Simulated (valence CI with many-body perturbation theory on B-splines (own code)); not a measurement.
Which ion has this spectrum?

A relativistic CI+MBPT calculation for an atom or ion with 6 electrons gives these levels (cm⁻¹):

```csv
J,Parity,E,g
0,even,0,
1,even,298608,1.49
2,even,373855,1.26
2,even,729240,1.23
0,even,908558,
2,odd,996980,1.88
1,odd,1342806,0.85
2,odd,1413509,1.33
3,odd,1519786,1.33
0,odd,1677914,
1,odd,1714452,1.28
2,odd,1770900,1.25
1,odd,1873555,1.60
2,odd,2069449,1.19
```

The energies are calculated, and their last digits are not significant.

(1) Which is it?
A. Rb31+
B. Br29+
C. Kr30+
D. Se28+

Answers

(1) D. Se28+, ground level (2s^2 2p1/2^2) J=0.
